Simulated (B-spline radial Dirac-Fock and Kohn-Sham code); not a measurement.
Binding energies of Cu¹¹⁺ at several levels of theory

System: the Cu¹¹⁺ ion, configuration 1s2 2s2 2p6 3s2 3p6.

The density-functional columns are spherical, spin-unpolarised Dirac-Kohn-Sham results without Breit or QED terms: −ε is minus the orbital energy of the initial state and ΔSCF the difference of two total energies. The reference in the last column comes from multi-electron Dirac-Fock with separately optimised hole states, Breit and Lamb-shift corrections added in first order. All numbers are from a B-spline atomic structure program, in eV; a selection of levels is shown. For the 1s level of heavy atoms much of the gap between ΔSCF and the reference is the Breit and QED part, -16.4 eV here; for other levels the error of the functional can be larger.

```tsv
level	LDA −ε	LDA ΔSCF	Dirac-Fock
1s	9151.8	9343.1	9328.9
2s	1388.4	1430.8	1455.1
2p1/2	1258.1	1307.2	1307.4
2p3/2	1237.7	1286.0	1287.3
3s	395.4	412.8	421.4
3p1/2	353.8	371.3	369.3
3p3/2	350.1	367.5	365.8
```

For the outermost level NIST gives 367 ± 0.9 eV (semi-empirical); the differences from it are LDA −ε -16.89, LDA ΔSCF +0.48, Dirac-Fock -1.23 eV.

Values without a named source are computed, but for edge energies of neutral atoms, which are taken from tables.
